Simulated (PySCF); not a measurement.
C3H7FSi2, SMILES C#C[SiH2][C@H](F)[SiH3].

The structure is a stationary point at B3LYP-D3(BJ)/def2-SVP. The structure was generated by enumeration; whether it is a known compound was not checked. The values are those of a single conformer.

All values below come from B3LYP-D3(BJ)/def2-SVP (PySCF).

Frequencies are harmonic and unscaled.

**Question.** Estimate the vibrational spectrum. (An estimate is asked for; the answer gives what the named calculation found.)

**Answer.** 
| mode | ν (cm⁻¹) | IR (km/mol) | moving atoms (share of kinetic energy) |
|---|---|---|---|
| 1 | 44 | 0.1 | Si 33 %, C 28 %, H 24 %, F 16 % |
| 2 | 84 | 0.2 | C 39 %, Si 31 %, H 18 %, F 13 % |
| 3 | 138 | 0.0 | H 82 % |
| 4 | 175 | 0.4 | Si 37 %, C 28 %, H 26 %, F 9 % |
| 5 | 233 | 5.2 | F 47 %, Si 19 %, H 18 %, C 16 % |
| 6 | 243 | 8.9 | C 57 %, H 27 %, F 11 % |
| 7 | 259 | 11.4 | C 42 %, H 24 %, F 21 %, Si 12 % |
| 8 | 347 | 13.0 | C 67 %, F 17 %, H 11 % |
| 9 | 502 | 5.7 | Si 44 %, H 37 %, C 16 % |
| 10 | 551 | 3.0 | H 83 %, Si 13 % |
| 11 | 624 | 19.8 | H 67 %, Si 19 % |
| 12 | 639 | 51.2 | C 46 %, Si 40 %, H 13 % |
| 13 | 699 | 45.0 | H 78 %, C 14 % |
| 14 | 745 | 23.5 | H 75 %, C 25 % |
| 15 | 748 | 24.3 | H 75 %, C 25 % |
| 16 | 778 | 43.5 | H 58 %, C 32 %, Si 9 % |
| 17 | 823 | 177.2 | H 43 %, C 32 %, Si 23 % |
| 18 | 849 | 151.0 | H 74 %, C 20 % |
| 19 | 924 | 228.6 | H 87 %, Si 10 % |
| 20 | 946 | 46.5 | H 97 % |
| 21 | 949 | 61.9 | H 86 % |
| 22 | 952 | 40.9 | H 96 % |
| 23 | 1013 | 59.0 | C 49 %, F 31 %, H 19 % |
| 24 | 1085 | 22.0 | H 70 %, C 28 % |
| 25 | 1280 | 2.4 | H 86 %, C 12 % |
| 26 | 2150 | 39.2 | C 90 %, H 10 % |
| 27 | 2232 | 74.3 | H 99 % |
| 28 | 2239 | 56.8 | H 96 % |
| 29 | 2240 | 81.5 | H 96 % |
| 30 | 2243 | 83.3 | H 97 % |
| 31 | 2247 | 139.2 | H 96 % |
| 32 | 3029 | 7.3 | H 92 % |
| 33 | 3455 | 52.6 | H 86 %, C 14 % |
